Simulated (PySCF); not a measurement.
**How methods differ on the ionisation energy of Tc(35+)**

Tc(35+) [He] 2s2 2p4 (3P) → Tc(36+) [He] 2s2 2p3 (4S), as a difference of total energies. All numbers are calculated (PySCF 2.14, the spin-free X2C one-electron Hamiltonian (Gaussian nucleus), in an even-tempered Gaussian basis (19 s from 12 bohr⁻², ratio 2.2; 12 p from 15 bohr⁻², ratio 2.2; 6 d from 68 bohr⁻², ratio 2.4; 5 f from 100 bohr⁻², ratio 2.4; 4 g from 150 bohr⁻², ratio 2.4)). Correlated levels: nothing frozen; virtual orbitals above 40 to 60 times the deepest correlated orbital energy dropped. The calculations carry no spin-orbit coupling.

```tsv
method	ionisation energy (eV)
UHF	4888.5
LDA	4885.7
PBE	4891.1
PBE0	4891.0
r2SCAN	4892.3
B97-3	4891.0
r2SCAN0	4891.8
MP2 (all electrons)	4890.2
SCS-MP2 (all electrons)	4890.3
```

Spin-orbit coupling is strong in these open shells (close to jj coupling). The scalar numbers leave it out and a first-order estimate fails, so it can dominate the gap to the real levels.

For this ion Breit and QED terms and the two-electron picture change, all absent here, outweigh the differences among the correlated methods.

For comparison: 4874 ± 10 eV (semi-empirical (NIST evaluation); NIST Atomic Spectra Database, ionization energies).
